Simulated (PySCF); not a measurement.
**Oxygen: a sound run and one with changed settings**

Sound run: O(2+) [He] 2s2 2p2, O(3+) [He] 2s2 2p1. Computed with PySCF 2.14 in x2c-SVPall (3s2p1d, 14 functions), with the spin-free X2C one-electron Hamiltonian (Gaussian nucleus). In the sound run the correlated levels freeze 1s2. The sound run starts from symmetry-adapted Hartree-Fock orbitals and uses a fine grid where one is needed.

Changed run: initial guess minao, at most 50 SCF cycles, level shift 2.0 hartree.

```json
{"species": "O(2+)", "method": "UHF", "sound run (hartree)": "-73.05232", "changed run (hartree)": "-73.05232", "converged": "yes"}
{"species": "O(2+)", "method": "M06-2X", "sound run (hartree)": "-73.22815", "changed run (hartree)": "-73.22815", "converged": "yes"}
{"species": "O(2+)", "method": "M06-L", "sound run (hartree)": "-73.23551", "changed run (hartree)": "-73.23551", "converged": "yes"}
{"species": "O(2+)", "method": "MP2", "sound run (hartree)": "-73.10718", "changed run (hartree)": "-73.08128", "converged": "yes"}
{"species": "O(2+)", "method": "CCSD(T)", "sound run (hartree)": "-73.13052", "changed run (hartree)": "-73.13052", "converged": "yes"}
{"species": "O(3+)", "method": "UHF", "sound run (hartree)": "-71.03918", "changed run (hartree)": "-71.03918", "converged": "yes"}
{"species": "O(3+)", "method": "M06-2X", "sound run (hartree)": "-71.19534", "changed run (hartree)": "-71.19534", "converged": "yes"}
{"species": "O(3+)", "method": "M06-L", "sound run (hartree)": "-71.20125", "changed run (hartree)": "-71.20125", "converged": "yes"}
{"species": "O(3+)", "method": "MP2", "sound run (hartree)": "-71.08940", "changed run (hartree)": "-71.06302", "converged": "yes"}
{"species": "O(3+)", "method": "CCSD(T)", "sound run (hartree)": "-71.12248", "changed run (hartree)": "-71.12248", "converged": "yes"}
```

Ionisation energy of O(2+):

```csv
method,sound run (eV),changed run (eV)
UHF,54.780,54.780
M06-2X,55.316,55.316
M06-L,55.355,55.355
MP2,54.907,54.920
SCS-MP2,54.804,54.871
CCSD,54.638,54.638
CCSD(T),54.642,54.642
```

A level shift leaves the converged SCF energy unchanged but raises the virtual orbital energies, which shrinks MP2 if it is not removed.

For comparison, NIST gives 54.936 eV between the lowest levels.
